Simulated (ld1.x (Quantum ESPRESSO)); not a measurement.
# Ranking PAW potentials for H

All share these settings but for the change named:

hydrogen, PAW, made with ld1.x (Quantum ESPRESSO) 7.5 (PBE, scalar-relativistic). Core none, reference 1s1. Waves: 1s (bound): rcut 1.05, rcutus 1.30 bohr; 1s channel at 1.35 Ry: rcut 1.05, rcutus 1.30 bohr; 2p channel at 0.3 Ry: rcut 0.85, rcutus 0.95 bohr. Local part: all-electron potential smoothed inside 1.15 bohr (lloc = -2). Core correction: none. Augmentation charge: PSQ, inside the norm-conserving radii.

Cutoff: the first of the cutoffs (Ry, on a coarse ladder) from which the occupation-weighted sum of valence levels, in a spherical-Bessel basis at the reference potential, stays within 10 and 1 mRy of its value at 400 Ry; the density cutoff is not measured.

The base gives 15 Ry.

Of 11 variants that were run, those that failed, showed a ghost or another fault, or gave nearly equal values are left out.

A variant can come out equal or close to the base.

Problem. Rank these variants from softest to hardest (loose cutoff).
A. all radii scaled by about 0.79 (s 1.02, p 0.76 bohr, rcut 0.82/0.68); local potential all-electron potential smoothed inside 0.90 bohr (lloc = -2)
B. functional PBEsol; added wave 2p channel at 1.15 Ry: rcut 0.85, rcutus 0.95 bohr
C. waves 1s (bound): rcut 1.05, rcutus 1.54 bohr; 1s channel at 1.35 Ry: rcut 1.05, rcutus 1.54 bohr
D. type TM; waves now 1s (bound): rc 1.30 bohr; 2p channel at 0.3 Ry: rc 0.95 bohr; local potential the p channel

Solution. C (10 Ry), B (15 Ry), A (18 Ry), D (21 Ry).
